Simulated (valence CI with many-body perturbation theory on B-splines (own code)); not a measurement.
## Hg⁷⁵⁺: electric-dipole lines

Level of theory: valence CI with perturbative core correlation (CI+MBPT): three valence electrons over a frozen Dirac-Fock core [He], a basis of 11 s, 11 p, 10 d, 8 f, 5 g, 2 h functions for each j, with the one-electron correlation potential Σ1, the two-electron term Σ2, the three-electron term Σ3, Breit, model QED; selected CI, second order for the rest, scaled by the run's own slope (own B-spline code, finite nucleus).

No measured spectrum was set against this ion. As an estimate, large intervals hold to a few tenths of a per cent, small ones and those within an open d or f shell to about a per cent.

Lines 151 to 200 of 579 in falling wavelength, among levels below 18979 eV, chosen from the strongest by gf and those to the six lowest levels. Wavelengths and rates use the calculated energies. Electric multipoles are in the length gauge with retardation, E1 and E2 with the static RPA response of the core. Weak lines are less certain than strong ones. Lines between different terms over intervals too small for the method are left out, as are lines whose strength nearly cancels. The highest levels of a list are the least certain.

Levels are named by their leading jj configuration (3d3/2^4 stands for four electrons in 3d with j = 3/2), which in mixed levels can hold well under half, so a name can repeat and another be missing. Letters in brackets count levels of one name in rising energy.

| λ vac (Å) | Upper | Lower | A (s⁻¹) | S (a.u.) |
| --- | --- | --- | --- | --- |
| 5.288 | (2p3/2^2 3d3/2) J=5/2 | (2s 2p3/2 3d3/2) J=5/2 [b] | 5.69e+12 | 2.49e-03 |
| 5.287 | (2p3/2^2 3p1/2) J=3/2 | (2s 2p3/2 3p1/2) J=1/2 | 1.49e+13 | 4.34e-03 |
| 5.286 | (2p3/2^2 3p1/2) J=5/2 | (2s 2p3/2 3p1/2) J=3/2 [b] | 1.75e+13 | 7.67e-03 |
| 5.279 | (2p3/2^2 3d3/2) J=3/2 [a] | (2s 2p3/2 3d3/2) J=3/2 [b] | 1.12e+13 | 3.25e-03 |
| 5.275 | (2p3/2^2 3d3/2) J=5/2 | (2s 2p3/2 3d3/2) J=3/2 [b] | 1.24e+13 | 5.40e-03 |
| 5.270 | (2p3/2^2 3s) J=3/2 | (2s 2p3/2 3s) J=3/2 [b] | 6.67e+12 | 1.93e-03 |
| 5.259 | (2p3/2^2 3d5/2) J=5/2 [a] | (2s 2p3/2 3d5/2) J=3/2 [b] | 7.76e+12 | 3.34e-03 |
| 5.256 | (2p3/2^2 3d5/2) J=3/2 | (2s 2p3/2 3d5/2) J=3/2 [b] | 1.14e+13 | 3.27e-03 |
| 5.252 | (2p3/2^2 3s) J=3/2 | (2s 2p3/2 3s) J=1/2 | 1.45e+13 | 4.16e-03 |
| 5.246 | (2p3/2^2 3d5/2) J=5/2 [a] | (2s 2p3/2 3d5/2) J=5/2 [b] | 7.76e+12 | 3.32e-03 |
| 5.245 | (2p1/2 2p3/2^2) J=3/2 | (2s 2p1/2 2p3/2) J=1/2 | 1.53e+13 | 4.35e-03 |
| 5.243 | (2p3/2^2 3d5/2) J=3/2 | (2s 2p3/2 3d5/2) J=5/2 [b] | 6.35e+12 | 1.81e-03 |
| 5.236 | (2p3/2^2 3p3/2) J=3/2 [a] | (2s 2p3/2 3p3/2) J=1/2 [b] | 1.54e+13 | 4.36e-03 |
| 5.199 | (2p1/2 2p3/2^2) J=5/2 | (2s 2p1/2 2p3/2) J=3/2 [b] | 1.87e+13 | 7.80e-03 |
| 5.198 | (2p1/2 2p3/2 3d5/2) J=3/2 [a] | (2s 2p1/2 3d5/2) J=3/2 | 9.64e+12 | 2.67e-03 |
| 5.197 | (2p1/2 2p3/2 3p3/2) J=3/2 [a] | (2s 2p1/2 3p3/2) J=3/2 [b] | 9.64e+12 | 2.67e-03 |
| 5.194 | (2p1/2 2p3/2 3d5/2) J=5/2 [a] | (2s 2p1/2 3d5/2) J=5/2 [b] | 7.27e+12 | 3.02e-03 |
| 5.181 | (2p1/2 2p3/2 3d3/2) J=5/2 [a] | (2s 2p1/2 3d3/2) J=5/2 | 9.82e+12 | 4.04e-03 |
| 5.176 | (2p1/2 2p3/2 3s) J=3/2 [b] | (2s 2p1/2 3s) J=1/2 [b] | 1.45e+13 | 3.98e-03 |
| 5.175 | (2p1/2 2p3/2 3d5/2) J=9/2 | (2s 2p1/2 3d5/2) J=7/2 | 1.63e+13 | 1.12e-02 |
| 5.175 | (2p3/2^3) J=3/2 | (2s 2p3/2^2) J=3/2 | 3.88e+13 | 1.06e-02 |
| 5.174 | (2p3/2^3) J=3/2 | (2s 2p3/2^2) J=1/2 | 9.12e+12 | 2.49e-03 |
| 5.170 | (2p1/2 2p3/2 3p1/2) J=3/2 [a] | (2s 2p1/2 3p1/2) J=3/2 | 8.61e+12 | 2.35e-03 |
| 5.168 | (2p1/2 2p3/2 3p3/2) J=7/2 | (2s 2p1/2 3p3/2) J=5/2 | 1.85e+13 | 1.01e-02 |
| 5.166 | (2p1/2 2p3/2 3d5/2) J=5/2 [a] | (2s 2p1/2 3d5/2) J=7/2 | 4.68e+12 | 1.91e-03 |
| 5.161 | (2s 2p3/2 3d5/2) J=7/2 [b] | (2s^2 3d5/2) J=5/2 | 1.99e+13 | 1.08e-02 |
| 5.157 | (2p3/2^2 3d5/2) J=5/2 [b] | (2s 2p3/2 3d5/2) J=3/2 [b] | 5.47e+12 | 2.22e-03 |
| 5.155 | (2p1/2 2p3/2 3d5/2) J=5/2 [b] | (2s 2p1/2 3d5/2) J=3/2 | 7.69e+12 | 3.12e-03 |
| 5.154 | (2p3/2^2 3p3/2) J=3/2 [b] | (2s 2p3/2 3p3/2) J=3/2 [b] | 2.08e+13 | 5.61e-03 |
| 5.154 | (2p1/2 2p3/2 3d5/2) J=5/2 [b] | (2s 2p1/2 3d5/2) J=5/2 [b] | 5.10e+12 | 2.07e-03 |
| 5.152 | (2p3/2^2 3p3/2) J=1/2 | (2s 2p3/2 3p3/2) J=1/2 [a] | 1.76e+13 | 2.38e-03 |
| 5.150 | (2s 2p3/2 3p3/2) J=5/2 [b] | (2s^2 3p3/2) J=3/2 | 2.47e+13 | 9.97e-03 |
| 5.149 | (2s 2p3/2 3d5/2) J=3/2 [b] | (2s 2p1/2 3p3/2) J=5/2 | 6.05e+12 | 1.63e-03 |
| 5.149 | (2p1/2 2p3/2 3d3/2) J=5/2 [b] | (2s 2p1/2 3d3/2) J=3/2 [b] | 1.61e+13 | 6.52e-03 |
| 5.148 | (2p1/2 2p3/2 3p3/2) J=3/2 [b] | (2s 2p1/2 3p3/2) J=1/2 | 8.60e+12 | 2.32e-03 |
| 5.146 | (2p1/2 2p3/2 3d3/2) J=7/2 | (2s 2p1/2 3d3/2) J=5/2 | 1.64e+13 | 8.82e-03 |
| 5.145 | (2p1/2 2p3/2 3d5/2) J=7/2 [a] | (2s 2p1/2 3d5/2) J=5/2 [a] | 1.39e+13 | 7.49e-03 |
| 5.145 | (2p3/2^2 3d3/2) J=3/2 [b] | (2s 2p3/2 3d3/2) J=1/2 [b] | 7.70e+12 | 2.07e-03 |
| 5.144 | (2p3/2^2 3d5/2) J=5/2 [b] | (2s 2p3/2 3d5/2) J=5/2 [b] | 1.31e+13 | 5.29e-03 |
| 5.144 | (2p1/2 2p3/2 3d3/2) J=3/2 [b] | (2s 2p1/2 3d3/2) J=1/2 | 8.69e+12 | 2.34e-03 |
| 5.143 | (2p1/2 2p3/2 3p1/2) J=5/2 | (2s 2p1/2 3p1/2) J=3/2 | 1.84e+13 | 7.42e-03 |
| 5.143 | (2p3/2^2 3p3/2) J=5/2 | (2s 2p3/2 3p3/2) J=5/2 [a] | 1.30e+13 | 5.22e-03 |
| 5.142 | (2p1/2 2p3/2 3p3/2) J=5/2 [a] | (2s 2p1/2 3p3/2) J=3/2 [a] | 1.32e+13 | 5.33e-03 |
| 5.140 | (2p1/2 2p3/2 3p1/2) J=3/2 [b] | (2s 2p1/2 3p1/2) J=1/2 [b] | 1.85e+13 | 4.96e-03 |
| 5.139 | (2p3/2^2 3d5/2) J=5/2 [b] | (2p1/2 2p3/2 3p3/2) J=7/2 | 7.27e+12 | 2.92e-03 |
| 5.138 | (2p1/2 2p3/2 3d5/2) J=7/2 [b] | (2s 2p1/2 3d5/2) J=5/2 [b] | 8.61e+12 | 4.61e-03 |
| 5.138 | (2p3/2^2 3d5/2) J=7/2 | (2s 2p3/2 3d5/2) J=7/2 [a] | 8.59e+12 | 4.60e-03 |
| 5.138 | (2p3/2^2 3d5/2) J=9/2 | (2s 2p3/2 3d5/2) J=7/2 [a] | 2.30e+12 | 1.54e-03 |
| 5.137 | (2s 2p3/2 3d3/2) J=3/2 [b] | (2s^2 3d3/2) J=3/2 | 2.46e+13 | 6.59e-03 |
| 5.136 | (2p1/2 2p3/2 3d3/2) J=3/2 [b] | (2s 2p1/2 3d3/2) J=3/2 [b] | 9.23e+12 | 2.47e-03 |
